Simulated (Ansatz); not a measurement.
Ansatz (a quantum-chemistry and plane-wave program) input (wB97M-V/def2-TZVPD):

Ansatz 0.2 input:
```yaml
crystal:
  periodic: [false, false, false]
  atoms:
    - {symbol: Ga, position_ang: [0.00000000, 0.00000000, 0.00000000]}
    - {symbol: I, position_ang: [-0.00000000, -0.00000000, -2.38685411]}
    - {symbol: I, position_ang: [0.00000000, 0.00000000, 2.38685411]}
basis:
  gaussian:
    orbitals: def2-TZVPD
hamiltonian:
  xc: {name: wB97M-V}
total_charge: 1
magnetization: {spin_polarized: true, initial_magnetization: 2}
```

Output:

```
Functional definition: wB97M-V
integrals: 0.16 GiB planned
1293 factors; their error is unknown
integrals: 0.19 GiB planned
319 factors; integrals over basis functions are off by at most 3.9e-4 eV
mean field: 2.06 GiB planned
mean field evaluation 1: about -68566.3868 eV, gradient 1.4e1 eV
mean field evaluation 2: about -68566.7386 eV, gradient 1.4e1 eV
mean field evaluation 4: about -68567.1633 eV, gradient 5.1e-1 eV
mean field evaluation 8: about -68567.5308 eV, gradient 3.8e-1 eV
mean field evaluation 16: about -68567.5312 eV, gradient 1.7e-4 eV
mean field evaluation 32: about -68567.6149 eV, gradient 1.8e-5 eV
mean field -68567.61494903 eV, -2519.8133725780 hartree, gradient 1.8e-5 eV, S^2 2.009503; 6 other end points of the search recorded, 0 dependent functions left out
reference -68567.61499681 eV, -2519.8133743341 hartree; 41, 39 occupied and 131, 133 virtual orbitals, 1293 factors
Total energy: -68567.61499681 eV, -2519.8133743341 hartree
```

This state (charge 1, triplet) is run at the relaxed geometry of the species with charge 1 and multiplicity 1, and is a spin state other than that species' own.
